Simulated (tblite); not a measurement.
C₆H₁₆N₂Si.
SMILES with atom numbers: `[CH3:1][CH2:2][N:3]1[CH2:4][CH2:5][C@H:6]([SiH3:7])[N:8]1[CH3:9]` (hydrogens: H10, H11, H12 on C1; H13, H14 on C2; H15, H16 on C4; H17, H18 on C5; H19 on C6; H20, H21, H22 on Si7; H23, H24, H25 on C9)

Cartesian coordinates in Å at the GFN2-xTB level; atoms count from 1:
```
atom  x, y, z in Å
C1    -2.8335   -0.8484   -0.4998
C2    -1.5236   -0.8496    0.2785
N3    -0.7313    0.3151   -0.0624
C4    -0.1205    0.2676   -1.3898
C5     1.3254    0.7253   -1.1991
C6     1.5802    0.3530    0.2663
Si7    2.1344   -1.4555    0.5427
N8     0.2833    0.5550    0.9209
C9     0.1140    1.8908    1.4690
H10   -3.4690   -1.6619   -0.1595
H11   -2.6527   -0.9717   -1.5648
H12   -3.3527    0.0939   -0.3465
H13   -1.7312   -0.7823    1.3484
H14   -0.9808   -1.7931    0.0955
H15   -0.6739    0.9214   -2.0701
H16   -0.1469   -0.7540   -1.7925
H17    2.0085    0.2306   -1.8874
H18    1.4092    1.8049   -1.3446
H19    2.3122    1.0276    0.7180
H20    1.4656   -2.3651   -0.3913
H21    1.8119   -1.8200    1.9181
H22    3.5747   -1.5384    0.2797
H23   -0.9063    1.9770    1.8385
H24    0.2891    2.6898    0.7371
H25    0.8031    2.0124    2.3041
```

Method: GFN2-xTB as coded in tblite; computed harmonic values from a numerical Hessian at the method's own geometry, unscaled. Against measured fundamentals such values can be off by several per cent, at times by over 20. Modes of hydrogen on silicon can be 10 to 20 % off. One conformer, not necessarily the lowest.

Harmonic wavenumbers (cm⁻¹): 43.6, 76.3, 113.0, 133.7, 155.8, 181.1, 205.2, 215.8, 250.7, 311.8, 340.2, 436.8, 475.2, 519.1, 551.4, 623.2, 680.4, 732.8, 757.7, 783.8, 806.0, 817.8, 828.7, 889.3, 933.9, 990.1, 999.0, 1031.1, 1052.3, 1080.0, 1092.8, 1097.9, 1122.8, 1129.3, 1172.2, 1184.4, 1190.7, 1201.6, 1231.8, 1256.1, 1283.9, 1294.1, 1321.8, 1337.2, 1400.3, 1404.4, 1477.6, 1480.8, 1487.3, 1489.6, 1494.4, 1503.3, 1504.1, 2236.6, 2249.0, 2306.4, 2814.5, 2876.6, 2892.6, 2939.3, 2944.1, 2964.9, 2983.1, 3004.9, 3008.0, 3025.5, 3037.5, 3040.8, 3048.5.

A = 1762, B = 1037, C = 914.7 MHz; mass 144.108 u (most abundant isotopes); point group C1, symmetry number 1.

Task: Zero-point energy?

Result: Half the sum of the wavenumbers: 46273 cm⁻¹ = 132.30 kcal/mol.

Task: Entropy at 298.15 K, 1 bar (ideal gas, RRHO, classical rotation)?

Result: Translation 40.83, rotation 29.64, vibration 34.63: S = 105.1 cal/(mol K).

Task: And Cp and H(298.15 K) − H(0)?

Result: Cp = 45.44 cal/(mol K), of which vibrations give 37.49 (their classical limit is 69 R = 137.1); H(298.15 K) − H(0) = 7.91 kcal/mol without the zero-point energy, 5.54 from vibrations.

Task: What must be added to the electronic energy to get the Gibbs energy at 298.15 K and 1 bar?

Result: ZPE + [H(298.15 K) − H(0)] − T·S = 132.30 + 7.91 − 31.34 = 108.87 kcal/mol.

Task: Blend soft modes into free rotors: weight 1/[1 + (100 cm⁻¹/ν̃)⁴] for the oscillator and the rest for a rotor with moment μB/(μ + B), μ = h/(8π²ν), B = 10⁻⁴⁴ kg m². What vibrational entropy results?

Result: 32.36 cal/(mol K) in place of 34.63, which changes −T·S at 298.15 K by +0.68 kcal/mol.

Hindered rotation and anharmonicity are outside this model. Other conformers, if any are populated, would add a mixing term that is left out. The structure is chiral; the term R ln 2 for an equal mix with its mirror image is left out.
